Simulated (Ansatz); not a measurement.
`O=COC(F)Cl` + BH₃ → `BC(F)OC=O` + HCl  (formal exchange of groups at a C–Cl bond)

Isolated molecules relaxed with PBE0-D4/def2-TZVP in Ansatz; ΔE leaves out vibrations. CCSD(T)/CBS adds triple-zeta CCSD(T) − MP2 to the extrapolated MP2 energy (def2 sets, frozen cores). This one scheme is used for every species. DFT in def2-TZVPP. B3LYP here is the variant with VWN-RPA as its local correlation; programs differ in this. Each species was taken in one conformer, which may not be the lowest.

| level | ΔE (kJ/mol) | difference from CCSD(T)/CBS |
| --- | --- | --- |
| PBE-D4 | -53.0 | 0.9 |
| r2SCAN-D4 | -51.6 | 2.3 |
| PBE0-D4 | -53.3 | 0.6 |
| ωB97X-V | -50.7 | 3.2 |
| ωB97M-V | -52.2 | 1.7 |
| PBE | -53.9 | 0.0 |
| B3LYP | -54.4 | -0.5 |
| HF/def2-TZVPP | -50.2 | 3.7 |
| SCS-MP2/def2-TZVPP | -48.4 | 5.5 |
| CCSD/def2-TZVPP | -54.7 | -0.8 |
| CCSD(T)/def2-TZVPP | -52.5 | 1.4 |
| MP2/def2-QZVPP | -50.2 | 3.7 |
| SCS-MP2/def2-QZVPP | -49.6 | 4.3 |
| HF/CBS(def2) | -50.2 | 3.7 |
| MP2/CBS(def2) | -50.8 | 3.1 |
| CCSD/CBS(def2) | -56.0 | -2.1 |
| CCSD(T)/CBS | -53.9 | 0 |

Largest T1 diagnostic among the species: 0.015.

CCSD(T)/CBS has its own doubt, a few kJ/mol and more with outer-core shells, so smaller differences from it don't rank the levels.
